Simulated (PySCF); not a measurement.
C₄H₁₂GeO₄ (SMILES C[O][Ge]([O]C)([O]C)[O]C), singlet, at a GFN2-xTB geometry; PySCF with DF-TPSS/STO-3G.

PySCF was given this input:
```python
from pyscf import gto, scf, dft

mol = gto.M(
    atom='''
C    -0.787755   -2.356241   -1.346573
O    -0.646493   -0.943124   -1.321539
Ge   -0.000000    0.000000    0.000000
O    -0.414829    1.661168   -0.349770
C    -1.660539    2.121130   -0.853878
O    -0.672775   -0.692910    1.456417
C    -0.234917   -0.433668    2.782523
O     1.734097   -0.025134    0.214892
C     2.683210    0.668780   -0.582072
H    -1.388226   -2.585101   -2.228162
H    -1.294106   -2.719190   -0.452410
H     0.184630   -2.844834   -1.429517
H    -2.439775    2.051720   -0.092887
H    -1.967000    1.551678   -1.731065
H    -1.509213    3.166205   -1.127851
H     0.844591   -0.552434    2.873128
H    -0.510709    0.574999    3.095035
H    -0.740074   -1.163738    3.416523
H     2.765854    0.218114   -1.572630
H     2.416516    1.719946   -0.689653
H     3.637513    0.582634   -0.060510
''',
    basis='sto-3g',
    charge=0,
    spin=0,
    verbose=4,
)

mf = dft.RKS(mol)
mf.xc = 'tpss'
mf = mf.density_fit(auxbasis='def2-universal-jkfit')
mf.kernel()
```

Problem. What does PySCF print? Leave out banner, timings and long lists.

Solution. 
```
PySCF version 2.14.0

[INPUT] verbose = 4
[INPUT] num. atoms = 21
[INPUT] num. electrons = 100
[INPUT] charge = 0
[INPUT] spin (= nelec alpha-beta = 2S) = 0
[INPUT] symmetry False subgroup None
[INPUT] Mole.unit = angstrom
[INPUT] Symbol           X                Y                Z      unit          X                Y                Z       unit  Magmom
[...]
nuclear repulsion = 895.682050153129
number of shells = 44
number of NR pGTOs = 210
number of NR cGTOs = 70
basis = sto-3g
ecp = {}

******** <class 'pyscf.df.df_jk.DFRKS'> ********
method = DFRKS
initial guess = minao
damping factor = 0
level_shift factor = 0
DIIS = <class 'pyscf.scf.diis.CDIIS'>
diis_start_cycle = 1
diis_space = 8
diis_damp = 0
SCF conv_tol = 1e-09
SCF conv_tol_grad = None
SCF max_cycles = 50
direct_scf = False
XC library pyscf.dft.libxc version 7.1.2
    S. Lehtola, C. Steigemann, M. J. T. Oliveira, and M. A. L. Marques,  SoftwareX 7, 1–5 (2018)
XC functionals = tpss
    J. Tao, J. P. Perdew, V. N. Staroverov, and G. E. Scuseria,  Phys. Rev. Lett. 91, 146401 (2003)
    J. P. Perdew, J. Tao, V. N. Staroverov, and G. E. Scuseria,  J. Chem. Phys. 120, 6898 (2004)
    J. Tao, J. P. Perdew, V. N. Staroverov, and G. E. Scuseria,  Phys. Rev. Lett. 91, 146401 (2003)
    J. P. Perdew, J. Tao, V. N. Staroverov, and G. E. Scuseria,  J. Chem. Phys. 120, 6898 (2004)
radial grids:
    Treutler-Ahlrichs [JCP 102, 346 (1995); DOI:10.1063/1.469408] (M4) radial grids

becke partition: Becke, JCP 88, 2547 (1988); DOI:10.1063/1.454033
pruning grids: <function nwchem_prune>
grids dens level: 3
symmetrized grids: False
atomic radii adjust function: <function treutler_atomic_radii_adjust>
small_rho_cutoff = 0
Set gradient conv threshold to 3.16228e-05
Initial guess from minao.
tot grids = 251136
init E= -2506.27397566097
[...]
cycle= 1 E= -2507.31706010563  delta_E= -1.04  |g|= 0.921  |ddm|=  5.6
[...]
cycle= 2 E= -2507.17398457959  delta_E= 0.143  |g|=  1.2  |ddm|= 3.34
[...]
cycle= 3 E= -2507.64616109333  delta_E= -0.472  |g|= 0.106  |ddm|= 1.91
[...]
cycle= 4 E= -2507.64971077445  delta_E= -0.00355  |g|= 0.0349  |ddm|= 0.254
[...]
cycle= 5 E= -2507.65015762388  delta_E= -0.000447  |g|= 0.00549  |ddm|= 0.0714
[...]
cycle= 6 E= -2507.65016982498  delta_E= -1.22e-05  |g|= 0.000732  |ddm|= 0.0112
[...]
cycle= 7 E= -2507.65017002354  delta_E= -1.99e-07  |g|= 5.55e-05  |ddm|= 0.00144
[...]
cycle= 8 E= -2507.65017002502  delta_E= -1.48e-09  |g|= 7.05e-06  |ddm|= 0.000136
[...]
cycle= 9 E= -2507.65017002504  delta_E= -1.55e-11  |g|= 6.01e-06  |ddm|= 2.1e-05
[...]
Extra cycle  E= -2507.65017002499  delta_E= 4.64e-11  |g|= 1.2e-05  |ddm|= 2.93e-05
converged SCF energy = -2507.65017002499
```
